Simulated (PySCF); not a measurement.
Ge(H)(Br)(OH)2, H₃BrGeO₂, SMILES [OH][GeH]([OH])[Br], PBE0/def2-SVP optimised geometry.

```
7

Ge    -0.47    -0.54     0.00
O     -0.89     1.18     0.00
O     -1.10    -1.33     1.44
Br     1.83    -0.54     0.00
H     -1.02    -1.32    -1.19
H     -1.83     1.32     0.19
H     -0.67    -1.03     2.26
```

Density from PBE0/def2-TZVP (PySCF) at that geometry.

Minimum of the electron density along straight lines between bonded atoms, close to the bond critical point (lines longer than 1.1 times the sum of covalent radii, or with two minima, are not listed):

| bond | length / Å | ρ at the minimum / e bohr⁻³ | ∇²ρ there / e bohr⁻⁵ | position (fraction from the first atom) |
|---|---|---|---|---|
| Ge1–O2 | 1.767 | 0.149 | 0.67 | 0.47 |
| Ge1–O3 | 1.763 | 0.149 | 0.68 | 0.47 |
| Ge1–Br4 | 2.292 | 0.096 | 0.06 | 0.43 |
| Ge1–H5 | 1.527 | 0.140 | 0.03 | 0.59 |
| O2–H6 | 0.965 | 0.354 | -2.38 | 0.81 |
| O3–H7 | 0.965 | 0.354 | -2.39 | 0.81 |
